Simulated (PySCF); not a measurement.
Excitation energy of Mn by level of theory

Mn [Ar] 3d5 4s2 (6S) → Mn [Ar] 3d5 4s1 5s1 (8S), as a difference of total energies. All numbers are calculated (PySCF 2.14, the non-relativistic Hamiltonian (point nucleus), in aug-cc-pVTZ (8s7p5d3f2g, 93 functions)). Correlated levels: valence: [Ar] frozen. The calculations carry no spin-orbit coupling.

```tsv
method	excitation energy (eV)
UHF	3.609
LDA	4.810
PBE	4.478
PBE0	4.384
r2SCAN	4.314
BLYP	4.944
B3LYP	4.900
PBEsol	4.467
TPSSh	4.395
MP2 (valence)	4.522
SCS-MP2 (valence)	4.804
```

Problem. How much does correlation contribute at MP2 (valence)?

Solution. 4.522 − (3.609) = 0.913 eV, measured against UHF.

The promoted electron is Rydberg-like, and one or two diffuse shells describe it only roughly, which tends to raise the upper state.
